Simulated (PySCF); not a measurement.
Vertical excitations of a molecule C₂H₁₂OSi₃ from TDA-CAM-B3LYP/def2-SVPD run with PySCF, as energy in eV (oscillator strength): 6.87 (0.014), 7.10 (0.016), 7.20 (0.044), 7.48 (0.019), 7.75 (0.011), 8.00 (0.228). Lowest triplet (TDA): 6.12 eV. Coordinates come from a B3LYP-D3(BJ)/def2-SVP optimisation. Other conformers were not sampled.

Question: Identify the compound among the candidates.
(A) OC([SiH3])([SiH3])C[SiH3]
(B) CO[Si@@H]([SiH3])C[SiH3]
(C) C[C@@H]([SiH3])[SiH2]O[SiH3]
(D) C[SiH2]OC[SiH2][SiH3]

Answer: B, CO[Si@@H]([SiH3])C[SiH3]
